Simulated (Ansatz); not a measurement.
`[F][Zr]([F])([Cl])[Cl]` + `SB1CC1Cl` → `[F][Zr]([SH])([Cl])[Cl]` + `FB1CC1Cl`  (redistribution)

Program: Ansatz. Geometries: PBE0-D4/def2-TZVP. ΔE: electronic, gas phase. CBS: MP2 limit from def2 TZ/QZ plus the TZ coupled-cluster correction, frozen cores. DFT in def2-TZVPP. Elements past krypton have def2 core potentials. For Zr outer-core shells are correlated without core-valence functions, which leaves a few kJ/mol of doubt a bond. Each species was taken in one conformer, which may not be the lowest.

Question: Is it downhill or uphill in electronic energy at CCSD(T)/CBS, and by how much? (Estimate.)

Answer: Ansatz gave: Uphill: ΔE = +13.5 kcal/mol.

Question: What do these levels give: PBE-D4, BLYP-D4, r2SCAN-D4, PBE0-D4, r2SCANh-D4, ωB97X-V, PBE-QIDH, PBE, MP2/def2-SVP, CCSD(T)/def2-SVP, HF/def2-QZVPP, SCS-MP2/def2-QZVPP? (Estimate.)

Answer: Ansatz gave: PBE-D4 15.7, BLYP-D4 15.2, r2SCAN-D4 15.3, PBE0-D4 14.6, r2SCANh-D4 14.8, ωB97X-V 16.0, PBE-QIDH 14.0, PBE 15.7, MP2/def2-SVP 15.7, CCSD(T)/def2-SVP 15.5, HF/def2-QZVPP 12.0, SCS-MP2/def2-QZVPP 13.9 kcal/mol.

Largest T1 diagnostic among the species: 0.017.

In def2-TZVPP, CCSD(T) changes the Hartree–Fock value by +1.5 kcal/mol (the triples alone add −0.0 kcal/mol) and MP2 by +1.7 kcal/mol. At CCSD(T), def2-SVP lies +2.0 kcal/mol from the extrapolated value and def2-TZVPP −0.1 kcal/mol.
